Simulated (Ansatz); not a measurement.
Relaxation of B4P5⁻ with RKS B3LYP-D4/def2-SVPD.

```sh
$ ansatz run in.yaml --threads 4 --pin off --events-out ev --progress --plain --max-ram 4787MiB
```

```yaml
crystal:
  periodic: [false, false, false]
  atoms:
    - {symbol: B, position_ang: [1.222300, -1.252130, 0.215820]}
    - {symbol: B, position_ang: [0.038040, 0.817430, -1.121440]}
    - {symbol: B, position_ang: [0.135060, -1.128130, -0.892270]}
    - {symbol: B, position_ang: [-1.349660, -0.316460, 0.116810]}
    - {symbol: P, position_ang: [-0.169340, -0.975920, 1.646070]}
    - {symbol: P, position_ang: [1.806610, 0.646540, -0.116590]}
    - {symbol: P, position_ang: [-1.025210, 1.607880, 0.326140]}
    - {symbol: P, position_ang: [0.640240, 1.114500, 1.741520]}
    - {symbol: P, position_ang: [-1.298040, -0.513710, -1.916080]}
basis:
  gaussian: {orbitals: def2-SVPD}
total_charge: -1
hamiltonian: {xc: {name: B3LYP}, dispersion: d4}
scf: {lower_state_search: "off"}
output: {orbitals: {seedname: orbitals}}
relax: {f_tol: 0.02, max_steps: 100}
```

Hardware: 4 threads of Arm Neoverse V1 on a shared host. Wall time 57 s, peak host memory 0.76 GiB.

Positions (Å) and forces (eV/Å) at steps 1, 2, 3, 4, 5, 6, 7, 10 of 10:

```xyz
9
step=1 energy=-49136.1241 eV
B     1.222   -1.252    0.216   -0.525    1.142    0.474
B     0.038    0.817   -1.121   -0.717   -0.619    0.945
B     0.135   -1.128   -0.892   -0.676   -0.020   -0.753
B    -1.350   -0.316    0.117    0.977    0.747   -0.548
P    -0.169   -0.976    1.646   -0.105   -0.915   -0.161
P     1.807    0.647   -0.117    0.466   -0.442   -0.686
P    -1.025    1.608    0.326   -0.531   -0.161   -0.738
P     0.640    1.115    1.742    0.487    0.393    0.913
P    -1.298   -0.514   -1.916    0.623   -0.124    0.555
9
step=2 energy=-49136.4489 eV
B     1.180   -1.175    0.240   -0.504    0.667    0.052
B     0.013    0.783   -1.073   -0.357   -0.647    0.749
B     0.131   -1.151   -0.917   -0.548    0.052   -0.543
B    -1.295   -0.287    0.095    0.916    0.376   -0.378
P    -0.206   -1.017    1.663    0.120   -0.212   -0.122
P     1.838    0.661   -0.162    0.084   -0.249   -0.085
P    -1.040    1.630    0.329   -0.206   -0.238   -0.440
P     0.666    1.092    1.749    0.224    0.293    0.518
P    -1.286   -0.536   -1.925    0.271   -0.041    0.249
9
step=3 energy=-49136.7541 eV
B     1.057   -1.053    0.216   -0.321    0.132   -0.248
B    -0.025    0.639   -0.950    1.242    0.627   -0.354
B     0.078   -1.190   -1.007   -0.123   -0.347   -0.451
B    -1.115   -0.257    0.025   -0.435   -0.745    1.147
P    -0.213   -1.018    1.694    0.247    0.121    0.199
P     1.860    0.683   -0.159    0.109    0.006    0.323
P    -1.046    1.637    0.333   -0.083   -0.019   -0.104
P     0.707    1.125    1.824   -0.308    0.138   -0.220
P    -1.302   -0.567   -1.976   -0.329    0.087   -0.292
9
step=4 energy=-49136.9253 eV
B     1.024   -1.039    0.193   -0.441    0.169   -0.344
B     0.028    0.644   -0.952    0.524    0.119    0.124
B     0.053   -1.205   -1.049    0.075   -0.254   -0.149
B    -1.110   -0.292    0.066    0.107   -0.215    0.497
P    -0.180   -1.026    1.728    0.130    0.242   -0.064
P     1.895    0.678   -0.128   -0.181   -0.015    0.217
P    -1.064    1.621    0.299    0.145   -0.178    0.004
P     0.678    1.152    1.816   -0.137    0.135   -0.032
P    -1.325   -0.534   -1.972   -0.223   -0.003   -0.254
9
step=5 energy=-49137.0373 eV
B     0.897   -0.970    0.113   -0.029    0.137    0.100
B     0.116    0.600   -0.916   -0.116   -0.079    0.156
B    -0.004   -1.267   -1.166    0.082    0.051    0.133
B    -1.036   -0.349    0.116    0.136    0.136   -0.069
P    -0.124   -1.000    1.781    0.049    0.058   -0.192
P     1.927    0.684   -0.054   -0.160   -0.115    0.003
P    -1.056    1.576    0.268    0.049    0.003    0.057
P     0.650    1.233    1.859   -0.084   -0.208   -0.285
P    -1.371   -0.507   -2.002    0.072    0.016    0.096
9
step=6 energy=-49137.0445 eV
B     0.906   -0.971    0.123    0.160    0.031    0.205
B     0.108    0.605   -0.907   -0.051    0.015   -0.044
B     0.010   -1.255   -1.141   -0.187   -0.120   -0.321
B    -1.035   -0.335    0.116   -0.054    0.018   -0.042
P    -0.128   -1.008    1.766   -0.023    0.026    0.040
P     1.921    0.674   -0.067    0.004    0.052    0.014
P    -1.064    1.586    0.268    0.077   -0.017    0.067
P     0.642    1.209    1.827    0.051    0.066    0.118
P    -1.359   -0.505   -1.986    0.024   -0.071   -0.037
9
step=7 energy=-49137.0432 eV rejected
B     0.904   -0.963    0.127   -0.047   -0.051   -0.113
B     0.104    0.600   -0.911   -0.041    0.009    0.021
B     0.018   -1.283   -1.160   -0.014    0.212    0.185
B    -1.037   -0.338    0.109    0.001    0.054   -0.017
P    -0.141   -1.004    1.764    0.084    0.017    0.065
P     1.914    0.684   -0.074    0.056   -0.017    0.089
P    -1.052    1.590    0.283   -0.015   -0.092   -0.088
P     0.647    1.215    1.839    0.032   -0.052   -0.004
P    -1.355   -0.502   -1.976   -0.057   -0.079   -0.137
9
step=10 energy=-49137.0496 eV
B     0.906   -0.968    0.124   -0.001   -0.001   -0.002
B     0.104    0.602   -0.910    0.000   -0.001    0.001
B     0.009   -1.265   -1.152   -0.001    0.002    0.001
B    -1.038   -0.336    0.111    0.001    0.001    0.000
P    -0.130   -1.003    1.768   -0.001    0.001   -0.001
P     1.919    0.680   -0.064   -0.001    0.001    0.000
P    -1.056    1.586    0.276    0.002    0.000    0.001
P     0.648    1.213    1.839    0.000    0.000    0.000
P    -1.361   -0.510   -1.992    0.001   -0.002    0.000
```

Another isomer (singlet) lies 0.37 eV lower at PBE0-D4/def2-TZVPD; other spin states weren't run for this one.
